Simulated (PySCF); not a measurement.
# Tl (thallium, neutral) across methods

[Xe] 4f14 5d10 6s2 6d1, 2D determinant (an excited configuration). Computed with PySCF 2.14 in aug-cc-pVQZ-PP with one added diffuse shell each of s, p, d, f, g type with ECP60MDF (8s8p6d4f3g, 117 functions), with scalar relativity through the core potential.

| method | E (hartree) | mean ε 6s α (eV) | mean ε 6s β (eV) | mean ε 6d α (eV) | Σ⟨r²⟩ (bohr²) | ⟨S²⟩ |
| --- | --- | --- | --- | --- | --- | --- |
| PBE | -172.4093 | -12.843 | -12.816 | -1.006 | 135.5 | 0.750 |
| UHF | -171.38678 | -15.736 | -15.729 | -1.511 | 171.6 | 0.750 |
| B97-3 | -172.4091 | -13.755 | -13.772 | -1.183 | 143.5 | 0.750 |
| LDA | -172.1230 | -13.257 | -13.228 | -0.935 | 138.7 | 0.750 |
| revPBE | -172.4654 | -12.746 | -12.729 | -1.038 | 135.4 | 0.750 |
| PBE0 | -172.3684 | -13.788 | -13.766 | -1.188 | 141.5 | 0.750 |
| r2SCAN | -172.4427 | -13.057 | -13.105 | -0.913 | 139.3 | 0.750 |
| wB97X-V | -172.3245 | -16.152 | -16.149 | -1.562 | 159.0 | 0.750 |

Energies and moments cover only the electrons outside the core potential. Spin-orbit coupling, absent here, splits the open shell strongly. The outer electron is Rydberg-like, and this basis confines it to a smaller radius and binds it less than a complete one would.
